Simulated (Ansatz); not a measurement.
Basis sets compared for CoMe2 (C₂H₆Co). Charge 0, multiplicity 4. Geometry PBE0-D4/def2-TZVP. Ansatz on 4 threads of Arm Neoverse V2 on a shared host; times are rough, and most runs start from earlier orbitals.

Cartesian coordinates in Å:
```
Co 0.029 0.589 -0.027
C 1.865 -0.064 0.331
H 1.907 -0.629 1.268
H 2.577 0.766 0.415
H 2.215 -0.718 -0.475
C -1.863 0.088 -0.331
H -1.963 -0.560 -1.209
H -2.490 0.973 -0.504
H -2.278 -0.444 0.532
```

The order of the spin states hangs on the level: the doublet lies 0.18 eV below the quartet at PBE-D4/def2-TZVP, but 0.54 eV above it at PBE0-D4/def2-TZVP.

Binding counts from free atoms (Co quartet, C triplet, H doublet) in the same basis, without a counterpoise term.

| level | functions | energy (Eh) | HOMO (eV) | LUMO (eV) | binding per atom (eV) | wall time |
| --- | --- | --- | --- | --- | --- | --- |
| PBE-D4/def2-SVP | 89 | -1461.9399 | -4.73 | -3.95 | 3.58 | 9.5 s |
| PBE0-D4/def2-SVP | 89 | -1461.9710 | -6.25 | -2.31 | 3.50 | 3.1 s |

(1) Estimate the rows for PBE-D4/def2-TZVP, PBE0-D4/def2-TZVP (with forces).

## Answers

(1) 
```csv
level,functions,energy (Eh),HOMO (eV),LUMO (eV),binding per atom (eV),wall time
PBE-D4/def2-TZVP,143,-1462.2355,-4.98,-4.15,–,4.7 s
PBE0-D4/def2-TZVP (with forces),143,-1462.2537,-6.38,-2.48,3.47,12 s
```
